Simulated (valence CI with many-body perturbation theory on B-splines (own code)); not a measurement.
## Which ion has this spectrum?

A relativistic CI+MBPT calculation for an atom or ion with 7 electrons gives these levels (eV):

```csv
J,Parity,E,g
3/2,odd,0.0,1.36
3/2,odd,322.3,1.44
5/2,odd,342.3,1.18
1/2,odd,373.5,0.64
5/2,even,540.3,1.48
1/2,even,608.9,2.10
3/2,even,610.5,1.20
3/2,odd,696.9,1.28
3/2,even,882.8,1.55
5/2,even,915.3,1.28
1/2,even,952.0,1.42
3/2,even,963.2,1.06
3/2,odd,1204.2,1.32
1/2,even,1291.6,1.76
```

The energies are calculated, and their last digits are not significant.

Q: Which is it?
A. Xe47+
B. I46+
C. La50+
D. Te45+

A: A. Xe47+, ground level (2s^2 2p1/2^2 2p3/2) J=3/2.
